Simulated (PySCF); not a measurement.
**Ruthenium: a sound run and one with changed settings**

Sound run: Ru [Kr] 4d7 5s1, Ru⁺ [Kr] 4d7. Computed with PySCF 2.14 in x2c-TZVPall (8s6p6d1f, 63 functions), with scalar relativity by spin-free X2C-1e. In the sound run the correlated levels freeze [Kr]. The sound run starts from symmetry-adapted Hartree-Fock orbitals and uses a fine grid where one is needed.

Changed run: initial guess 1e, at most 50 SCF cycles.

```csv
species,method,sound run (hartree),changed run (hartree),converged
Ru,UHF,-4527.98760,-4527.98760,yes
Ru,M06-L,-4530.19780,-4530.16719,no
Ru,PBE,-4529.92409,-4529.92409,yes
Ru,MP2,-4528.13028,-4528.13028,yes
Ru⁺,UHF,-4527.75618,-4527.75618,yes
Ru⁺,M06-L,-4529.93579,-4529.93579,yes
Ru⁺,PBE,-4529.63932,-4529.63932,yes
Ru⁺,MP2,-4527.87671,-4527.87671,yes
```

Ionisation energy of Ru:

```csv
method,sound run (eV),changed run (eV)
UHF,6.297,6.297
PBE,7.749,7.749
MP2,6.900,6.900
SCS-MP2,6.709,6.709
```

A plain start with occupations fixed only by D2h representation lets s and d (or p and f) orbitals of one representation trade places, so the SCF can reach the same state, another state or none.

For comparison, NIST gives 7.361 eV between the lowest levels.
